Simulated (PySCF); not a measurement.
C8H9N3O2, SMILES COc1nnc(-c2cccn2C)o1. Atoms are numbered in the order given.

```xyz
22

C      1.3468     3.7151     0.0000
O     -0.0470     3.4700     0.0000
C     -0.4552     2.2239     0.0000
N     -1.6734     1.8033     0.0000
N     -1.5906     0.4298     0.0000
C     -0.3332     0.1147     0.0000
C      0.3134    -1.1674     0.0000
C      1.6743    -1.4553     0.0000
C      1.8012    -2.8596     0.0000
C      0.5192    -3.3800     0.0000
N     -0.3785    -2.3562     0.0000
C     -1.8153    -2.5100     0.0000
O      0.4564     1.2297     0.0000
H      1.8251     3.2915     0.8966
H      1.8251     3.2915    -0.8966
H      1.4624     4.8047     0.0000
H      2.4711    -0.7152     0.0000
H      2.7239    -3.4354     0.0000
H      0.1758    -4.4125     0.0000
H     -2.0487    -3.5819     0.0000
H     -2.2598    -2.0343     0.8844
H     -2.2598    -2.0343    -0.8844
```

Geometry optimised at PBE0-D3(BJ)/def2-SVP. This is a generated structure with no PubChem entry under its InChIKey; it may be hypothetical. One conformer was computed; it need not be the lowest.

The numbers are results of PySCF with PBE0/def2-SVP, not measurements.

Symmetry labels are those of the subgroup Cs that the program uses (full group Cs).

Computed valence orbital energies around the gap with their symmetry:
| orbital | symmetry | energy (eV) |
|---|---|---|
| HOMO−7 | A' | -10.62 |
| HOMO−6 | A" | -10.42 |
| HOMO−5 | A" | -9.88 |
| HOMO−4 | A' | -9.15 |
| HOMO−3 | A" | -7.86 |
| HOMO−2 | A' | -7.63 |
| HOMO−1 | A" | -7.13 |
| HOMO | A" | -5.93 |
| LUMO | A" | -0.63 |
| LUMO+1 | A" | 1.28 |
| LUMO+2 | A" | 1.70 |
| LUMO+3 | A' | 1.75 |
